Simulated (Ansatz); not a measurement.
`[F][Sb]([F])[SiH3]` + HCl → `[F][Sb]([F])[Cl]` + SiH₄ at 500 K and 1 bar (cleavage of the Sb–Si bond).

Gas-phase electronic energies from Ansatz, PBE0-D4/def2-TZVP geometries. CCSD(T)/CBS is the MP2 limit (def2-TZVPP, def2-QZVPP) plus CCSD(T) − MP2 in def2-TZVPP, frozen cores. This one scheme is used for every species. Elements past krypton have def2 core potentials. For Sb outer-core shells are correlated without core-valence functions, which leaves a few kJ/mol of doubt a bond.

| species | CCSD(T)/CBS energy (Eh) | H − E (kJ/mol) | S (J/(mol·K)) |
| --- | --- | --- | --- |
| `[F][Sb]([F])[SiH3]` | -730.53304 | 116.7 | 413.4 |
| HCl | -460.38127 | 32.5 | 201.9 |
| `[F][Sb]([F])[Cl]` | -899.48483 | 44.5 | 362.9 |
| SiH₄ | -291.46306 | 102.4 | 230.9 |

H − E and S are ideal-gas, rigid-rotor, harmonic terms from PBE0-D4/def2-TZVP. 1 Eh = 2625.50 kJ/mol, R = 8.31446 J/(mol·K).

Q: By hand: ΔE, ΔH, ΔS and ΔG.

A: ΔE = (-899.48483) + (-291.46306) − (-730.53304) − (-460.38127) = -0.03358 Eh = -88.2 kJ/mol. Δ(H − E) = 44.5 + 102.4 − 116.7 − 32.5 = -2.3, so ΔH = -90.5 kJ/mol. ΔS = 362.9 + 230.9 − 413.4 − 201.9 = -21.5 J/(mol·K). ΔG = -90.5 − 500 × (-21.5)/1000 = -79.8 kJ/mol.

Q: By hand: the equilibrium constant, and the temperature at which ΔG would vanish if ΔH and ΔS stayed fixed.

A: log₁₀ K = −ΔG/(RT ln 10) = 8.3. ΔG = 0 at ΔH/ΔS = 4209 K, far beyond where these terms or the molecules hold.

ΔH outweighs TΔS. A doubt of 5 kJ/mol in ΔE shifts log₁₀ K by 0.5 here. These are equilibria of isolated gas molecules and say nothing of rates. Largest T1 diagnostic: 0.015 (customary marks: 0.02 for closed shells, 0.045 for open ones).
